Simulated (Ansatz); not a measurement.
PPt₃⁻ was relaxed with B3LYP-D4 (def2-SVPD) in Ansatz in these states: charge -1 quintet, charge -1 triplet. The geometries follow in no particular order.

In the def2 sets Pt takes a core potential; there is no spin–orbit coupling.

A:

Cartesian coordinates in Å:
```
P -0.9336 -0.0217 0.5572
Pt 0.5900 -1.2955 -0.5951
Pt -0.6984 0.9272 -1.4284
Pt 1.0419 0.3901 1.4662
```

B:

```xyz
4

P    -0.0174   -0.7117   -0.4043
Pt    0.1492    1.2826    0.6915
Pt   -0.6308    0.7475   -1.9375
Pt    0.4990   -1.3183    1.6503
```

Question: Judge from the bond lengths which geometry belongs to which state (an estimate).

Answer: A is the charge -1 triplet (Pt2–Pt3 2.701 Å, Pt2–Pt4 2.701 Å, P1–Pt2 2.296 Å); B is the charge -1 quintet (Pt2–Pt3 2.794 Å, Pt2–Pt4 2.794 Å, P1–Pt2 2.282 Å).

At PBE0-D4/def2-TZVPD a triplet lies 1.53 eV below the charge -1 quintet. These are the stationary points nearest to one start from a short search; other shapes may lie lower in each state.
